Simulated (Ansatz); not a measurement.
Ansatz (a program for electronic structure) input (PBE/6-31G*):

Ansatz 0.2 input:
```yaml
crystal:
  periodic: [false, false, false]
  atoms:
    - {symbol: C, position_ang: [-0.37573800, 1.59011500, -0.10693600]}
    - {symbol: B, position_ang: [-0.48584100, 0.13637000, -0.06191600]}
    - {symbol: C, position_ang: [-1.86260100, -0.68833900, -0.18919800]}
    - {symbol: O, position_ang: [0.62487700, -0.77161900, 0.10335000]}
    - {symbol: C, position_ang: [1.89895600, -0.22597700, 0.22979200]}
    - {symbol: H, position_ang: [-1.25369600, 2.22260500, -0.23417900]}
    - {symbol: H, position_ang: [0.55057500, 2.15699300, -0.02177500]}
    - {symbol: H, position_ang: [-2.72466200, -0.02575000, -0.31579000]}
    - {symbol: H, position_ang: [-1.84591100, -1.37899100, -1.04400600]}
    - {symbol: H, position_ang: [-2.04848000, -1.30969900, 0.69812200]}
    - {symbol: H, position_ang: [2.18278500, 0.37067800, -0.65126500]}
    - {symbol: H, position_ang: [1.97881700, 0.44045000, 1.10289900]}
    - {symbol: H, position_ang: [2.62705700, -1.03997700, 0.34683000]}
basis:
  gaussian:
    orbitals: 6-31G*
hamiltonian:
  xc: {name: PBE}
total_charge: -1
relax: {f_tol: 0.003, max_steps: 120}
```

From the output:

```
integrals: 0.04 GiB planned
1133 factors; their error is unknown
mean field: 0.23 GiB planned
mean field -5957.14951961 eV, -218.9212069446 hartree, gradient 1.3e-5 eV, S^2 0.000000; 0 other end points of the search recorded, 0 dependent functions left out
the calculation of the forces begins
reference -5957.14954779 eV, -218.9212079802 hartree; 20, 20 occupied and 71, 71 virtual orbitals, 1133 factors
relax step   2: F+E_penalty+E_count = -5957.14951961 eV  Δ(F+E_penalty+E_count) = -3.509e-2 eV  max|allowed force component| = 2.571e-1 eV/Å  Δτ_max = 0.0241 Å  (32 SCF iters, accepted)
these checks for a lower state are left out or cut short: starts, cluster_reference, orbital_swaps, neighbouring_geometries, increment
integrals: 0.04 GiB planned
1133 factors; their error is unknown
mean field: 0.23 GiB planned
mean field evaluation 32: about -5957.1550 eV, gradient 1.2e-3 eV
mean field -5957.15496956 eV, -218.9214072266 hartree, gradient 1.4e-5 eV, S^2 0.000000; 0 other end points of the search recorded, 0 dependent functions left out
the calculation of the forces begins
reference -5957.15499777 eV, -218.9214082635 hartree; 20, 20 occupied and 71, 71 virtual orbitals, 1133 factors
relax step   3: F+E_penalty+E_count = -5957.15496956 eV  Δ(F+E_penalty+E_count) = -5.450e-3 eV  max|allowed force component| = 5.873e-2 eV/Å  Δτ_max = 0.0208 Å  (32 SCF iters, accepted)
these checks for a lower state are left out or cut short: starts, cluster_reference, orbital_swaps, neighbouring_geometries, increment
integrals: 0.04 GiB planned
1133 factors; their error is unknown
mean field: 0.23 GiB planned
mean field -5957.15508702 eV, -218.9214115433 hartree, gradient 1.5e-5 eV, S^2 0.000000; 0 other end points of the search recorded, 0 dependent functions left out
the calculation of the forces begins
reference -5957.15511523 eV, -218.9214125799 hartree; 20, 20 occupied and 71, 71 virtual orbitals, 1133 factors
relax step   4: F+E_penalty+E_count = -5957.15508702 eV  Δ(F+E_penalty+E_count) = -1.175e-4 eV  max|allowed force component| = 1.445e-2 eV/Å  Δτ_max = 0.0025 Å  (24 SCF iters, accepted)
these checks for a lower state are left out or cut short: starts, cluster_reference, orbital_swaps, neighbouring_geometries, increment
integrals: 0.04 GiB planned
1133 factors; their error is unknown
mean field: 0.23 GiB planned
mean field -5957.15510124 eV, -218.9214120657 hartree, gradient 2.1e-5 eV, S^2 0.000000; 0 other end points of the search recorded, 0 dependent functions left out
the calculation of the forces begins
reference -5957.15512944 eV, -218.9214131023 hartree; 20, 20 occupied and 71, 71 virtual orbitals, 1133 factors
relax step   5: F+E_penalty+E_count = -5957.15510124 eV  Δ(F+E_penalty+E_count) = -1.422e-5 eV  max|allowed force component| = 6.690e-3 eV/Å  Δτ_max = 0.0021 Å  (22 SCF iters, accepted)
these checks for a lower state are left out or cut short: starts, cluster_reference, orbital_swaps, neighbouring_geometries, increment
integrals: 0.04 GiB planned
1133 factors; their error is unknown
mean field: 0.23 GiB planned
mean field -5957.15510252 eV, -218.9214121129 hartree, gradient 1.4e-5 eV, S^2 0.000000; 0 other end points of the search recorded, 0 dependent functions left out
the calculation of the forces begins
reference -5957.15513073 eV, -218.9214131494 hartree; 20, 20 occupied and 71, 71 virtual orbitals, 1133 factors
relax step   6: F+E_penalty+E_count = -5957.15510252 eV  Δ(F+E_penalty+E_count) = -1.285e-6 eV  max|allowed force component| = 6.403e-3 eV/Å  Δτ_max = 0.0005 Å  (23 SCF iters, accepted)
these checks for a lower state are left out or cut short: starts, cluster_reference, orbital_swaps, neighbouring_geometries, increment
integrals: 0.04 GiB planned
1133 factors; their error is unknown
mean field: 0.23 GiB planned
mean field -5957.15510377 eV, -218.9214121587 hartree, gradient 5.9e-5 eV, S^2 0.000000; 0 other end points of the search recorded, 0 dependent functions left out
the calculation of the forces begins
reference -5957.15513197 eV, -218.9214131952 hartree; 20, 20 occupied and 71, 71 virtual orbitals, 1133 factors
relax step   7: F+E_penalty+E_count = -5957.15510377 eV  Δ(F+E_penalty+E_count) = -1.246e-6 eV  max|allowed force component| = 6.592e-4 eV/Å  Δτ_max = 0.0003 Å  (20 SCF iters, accepted)
integrals: 0.04 GiB planned
1133 factors; their error is unknown
mean field: 0.23 GiB planned
mean field evaluation 64: about -5948.7805 eV, gradient 5.8e1 eV
mean field -5957.15510377 eV, -218.9214121587 hartree, gradient 5.9e-5 eV, S^2 0.000000; 1 other end points of the search recorded, 0 dependent functions left out
the calculation of the forces begins
reference -5957.15513197 eV, -218.9214131952 hartree; 20, 20 occupied and 71, 71 virtual orbitals, 1133 factors
Total energy: -5957.15513197 eV, -218.9214131952 hartree
Atom 0 at    -0.356487     1.586159    -0.104540 Å, force    -0.000063     0.000141    -0.000013 eV/Å
Atom 1 at    -0.480013     0.125858    -0.060820 Å, force     0.000173    -0.000580     0.000043 eV/Å
Atom 2 at    -1.872385    -0.695479    -0.190052 Å, force    -0.000084     0.000033    -0.000011 eV/Å
Atom 3 at     0.635442    -0.807500     0.106005 Å, force     0.000367     0.000077     0.000040 eV/Å
Atom 4 at     1.894421    -0.224837     0.229220 Å, force    -0.000659    -0.000005    -0.000076 eV/Å
Atom 5 at    -1.239006     2.236754    -0.233034 Å, force    -0.000070     0.000220    -0.000017 eV/Å
Atom 6 at     0.579901     2.163829    -0.018638 Å, force     0.000056    -0.000019     0.000007 eV/Å
Atom 7 at    -2.737513    -0.016481    -0.317653 Å, force     0.000139    -0.000044     0.000018 eV/Å
Atom 8 at    -1.878192    -1.397120    -1.053272 Å, force     0.000014     0.000063    -0.000019 eV/Å
Atom 9 at    -2.082189    -1.327340     0.701138 Å, force     0.000010     0.000065     0.000017 eV/Å
Atom 10 at     2.171952     0.392155    -0.660280 Å, force     0.000072     0.000025     0.000173 eV/Å
Atom 11 at     1.966403     0.462466     1.107483 Å, force     0.000110     0.000012    -0.000153 eV/Å
Atom 12 at     2.663804    -1.021603     0.350371 Å, force    -0.000065     0.000013    -0.000008 eV/Å
Dipole moment:     0.365759    -0.372684     0.057353 e Å
```

The dipole moment of an ion depends on the origin.

The geometry given is a B3LYP-D3(BJ)/def2-TZVP minimum.
